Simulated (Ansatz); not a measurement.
BFH2OSi (`F[SiH]1BO1`), relaxed with RKS PBE-D4/def2-SVP in Ansatz from a rough embedded geometry. The force threshold is 0.03 eV/Å; the program also tests the step.

Charge 0, multiplicity 1.

Start:

```xyz
6

F     0.506   -0.442    1.886
Si   -0.315   -0.532    0.448
B     0.085    0.924   -0.814
O     0.798   -0.354   -0.847
H    -1.164   -1.710    0.136
H     0.091    2.114   -0.809
```

```tsv
step	energy (eV)	largest force (eV/Å)	largest move (Å)
1	-13334.6516	3.643	0.000
2	-13335.2869	2.040	0.198
3	-13335.4800	1.366	0.179
4	-13335.5094	0.481	0.021
5 (rejected)	-13335.4969	0.498	0.060
6	-13335.5143	0.165	0.030
7	-13335.5146	0.063	0.026
8	-13335.5157	0.027	0.015
```

End:

```xyz
6

F     0.457   -0.755    1.910
Si   -0.348   -0.472    0.514
B     0.081    0.997   -0.636
O     0.794   -0.134   -0.831
H    -1.106   -1.722    0.206
H     0.123    2.086   -1.163
```

Hardware: 2 threads of an Arm Neoverse V1 on a shared host. Wall time 11 s, peak host memory 0.16 GiB.
